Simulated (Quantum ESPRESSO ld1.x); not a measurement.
The numbers below are computed, except where a source is named.
Ionisation of the gadolinium ion Gd3+, [Xe] 4f7, to Gd4+, [Xe] 4f6, under several functionals. Dirac Kohn-Sham, spin-unpolarised, spherical densities, point nucleus; open shells fill j = l - 1/2 first; ld1.x of Quantum ESPRESSO 7.5.

| functional | E(Gd3+) (hartree) | Exc (hartree) | IE (eV) | -e(HOMO) (eV) | <r> HOMO (bohr) | IE error (eV) |
|---|---|---|---|---|---|---|
| PW86 exchange with PBE correlation | -11279.20 | -249.61 | 42.655 | 32.966 | 0.8596 | -1.785 |
| revPBE | -11279.07 | -249.50 | 42.784 | 33.073 | 0.8589 | -1.656 |
| HCTH/120 | -11285.83 | -256.57 | 43.943 | 34.102 | 0.8490 | -0.497 |
| RPBE | -11279.18 | -249.61 | 42.782 | 33.073 | 0.8590 | -1.658 |
| exchange-only LDA | -11264.93 | -235.20 | 41.348 | 31.690 | 0.8615 | -3.092 |
| OLYP | -11282.91 | -253.50 | 43.317 | 33.535 | 0.8541 | -1.123 |
| B86b exchange with PBE correlation | -11279.76 | -250.19 | 42.869 | 33.158 | 0.8587 | -1.571 |
| Slater X-alpha with alpha = 1 | -11383.15 | -356.53 | 52.797 | 42.258 | 0.8042 | +8.357 |

NIST Atomic Spectra Database: 44.4 eV (semi-empirical). Closest: HCTH/120. The Delta-SCF values span 11.45 eV, the total energies 118.22 hartree. The highest occupied level is 4f7/2. Spin polarisation and multiplet splitting are left out, so open shells lie too high by an amount that depends on their filling.

Beside tabulated values, note that spin-unpolarised runs miss the spin-polarisation part of the exchange energy of open shells. No tabulated value is given for the 4+ ions of Nd, Pm and Eu to Yb, where it belongs to another shell than the one emptied here.
